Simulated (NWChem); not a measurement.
Molecule: C₂H₃F₃Si; SMILES [SiH3]C(=C(F)F)F

```xyz
9

F     -1.4903    -1.1583     0.0000
C     -0.1898    -1.0082     0.0000
F      0.4290    -2.1569     0.0000
C      0.4152     0.1849     0.0000
F      1.7621     0.1838     0.0000
Si    -0.4144     1.8711     0.0000
H      0.0165     2.6227     1.2143
H      0.0165     2.6227    -1.2143
H     -1.8910     1.6814     0.0000
```
Atoms are numbered in this order, from 1.

Program: NWChem. Pople sets run with spherical d functions. Geometry: optimised at PBE0/def2-SVP. Ions are spin-unrestricted doublets at the neutral geometry; other ion states weren't tried. Functional: LC-ωPBE (HJS hole) with 6-31G*; rows give the range parameter ω in 1/bohr.

```
range parameter (1/bohr)  vertical ionisation energy, ΔSCF (eV)  −ε(HOMO) (eV)  ΔSCF minus −ε(HOMO) (eV)
------------------------  -------------------------------------  -------------  ------------------------
0.05                                                       9.14           6.40                      2.74
0.10                                                       9.17           7.12                      2.05
0.15                                                       9.23           7.75                      1.48
0.20                                                       9.30           8.29                      1.01
0.80                                                        [?]            [?]                       [?]
```

Q: Some entries are withheld; supply them.

A: 
- 0.80, vertical ionisation energy, ΔSCF (eV): 10.05
- 0.80, −ε(HOMO) (eV): 10.96
- 0.80, ΔSCF minus −ε(HOMO) (eV): -0.91
